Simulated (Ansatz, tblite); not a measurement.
Forces on n-GeGeGeSiGeGeH14 (SiGe5H14) at its PBE-D4/def2-SVP geometry. The state is a singlet with charge 0.

The xTB rows come from tblite.

GFN1-xTB (tblite), largest force 0.84 eV/Å:

```xyz
20
positions Å, forces eV/Å
Ge    1.102    1.101   -2.252   -0.120   -0.460   -0.069
Ge    0.713   -1.248   -1.722    0.377    0.325    0.102
Ge    1.713   -1.762    0.446   -0.106    0.001   -0.160
Si    0.843   -0.224    2.064    0.004   -0.168    0.123
Ge   -1.551   -0.163    1.900   -0.117    0.403   -0.276
Ge   -2.346    1.433    0.233   -0.036   -0.339    0.474
H     0.862    1.972   -0.990    0.131   -0.295   -0.694
H     0.160    1.599   -3.380    0.580   -0.073    0.582
H     2.575    1.300   -2.704   -0.809    0.047    0.218
H    -0.815   -1.526   -1.636    0.626   -0.035   -0.133
H     1.299   -2.153   -2.842   -0.415    0.335    0.393
H     1.357   -3.217    0.869    0.373    0.591   -0.224
H     3.262   -1.655    0.348   -0.684   -0.262    0.028
H     1.255   -0.628    3.457   -0.047    0.325   -0.470
H     1.394    1.153    1.795   -0.103   -0.469    0.268
H    -2.081   -1.581    1.542    0.059    0.634    0.292
H    -2.170    0.229    3.272    0.111   -0.321   -0.625
H    -1.975    0.975   -1.202   -0.205    0.321    0.573
H    -1.707    2.825    0.485   -0.405   -0.649   -0.222
H    -3.890    1.572    0.317    0.784    0.088   -0.183
```

GFN2-xTB (tblite), largest force 0.62 eV/Å:

```
Ge -0.127 -0.401 -0.036
Ge 0.280 0.172 0.138
Ge -0.287 0.262 0.126
Si 0.155 -0.023 0.321
Ge 0.379 0.203 -0.167
Ge -0.046 -0.289 0.296
H 0.139 -0.155 -0.543
H 0.451 0.021 0.420
H -0.592 0.127 0.146
H 0.424 -0.047 -0.181
H -0.368 0.198 0.208
H 0.336 0.331 -0.166
H -0.433 -0.259 0.043
H -0.135 0.227 -0.557
H -0.203 -0.517 0.130
H -0.019 0.427 0.255
H 0.034 -0.293 -0.417
H -0.206 0.328 0.438
H -0.343 -0.453 -0.245
H 0.560 0.141 -0.211
```

ωB97M-V/def2-TZVP (Ansatz), largest force 0.47 eV/Å:

```
Ge 0.022 0.101 -0.054
Ge -0.054 -0.087 -0.059
Ge 0.070 -0.089 0.028
Si 0.151 0.151 0.180
Ge -0.075 -0.075 0.080
Ge -0.046 0.081 -0.062
H 0.040 -0.172 -0.238
H 0.202 -0.111 0.243
H -0.315 -0.047 0.103
H 0.305 0.064 -0.017
H -0.123 0.199 0.245
H 0.073 0.319 -0.099
H -0.337 -0.015 0.022
H -0.132 0.117 -0.437
H -0.172 -0.416 0.080
H 0.111 0.291 0.070
H 0.139 -0.077 -0.295
H -0.068 0.088 0.280
H -0.129 -0.287 -0.052
H 0.337 -0.036 -0.016
```
